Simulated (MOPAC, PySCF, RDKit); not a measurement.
Noncovalent pair: CH4O (SMILES CO) (first 6 atoms) with CH4S (SMILES CS); geometry from B3LYP-D3(BJ)/def2-TZVP, rigid monomers moved along the line of their centres of mass till O2···H12 is 2.63 Å.
(charge 0, multiplicity 1):
```xyz
12

C     -0.2896    -0.5451     0.0904
O     -0.1998     0.7684     0.6352
H     -1.2677    -0.7301    -0.3651
H     -0.1510    -1.2349     0.9213
H      0.4924    -0.7335    -0.6519
H     -0.2780     1.4103    -0.0770
C     -1.2024     0.0035     4.2652
S      0.5794    -0.3558     4.1290
H     -1.7194    -0.2486     3.3422
H     -1.5863    -0.6174     5.0730
H     -1.3734     1.0497     4.5099
H      0.7921     0.3999     3.0383
```

Interaction energies are E(AB) − E(A) − E(B) at the monomers' geometry in the complex; basis-set methods are counterpoise corrected. Rows marked so take none. RDKit's UFF carries no charges.

Rows in 6-31G* carry no dispersion term and start afresh at each structure (6-31G* with six Cartesian d functions). The state reached by PM7 isn't checked; PM7 holds dispersion and hydrogen-bond terms.

The values were computed with MOPAC for PM7 (differences of heats of formation); PySCF for 6-31G* rows; RDKit for the force fields. Values without a source in brackets are computed.

One of these levels gives -15.2 kJ/mol for the interaction energy. Name it.
A) M06-2X/6-31G* (no counterpoise)
B) PM7
C) B3LYP/6-31G*
D) UFF

A, M06-2X/6-31G* (no counterpoise). The others give -4.0 (UFF), -11.0 (PM7), -6.5 (B3LYP/6-31G*)
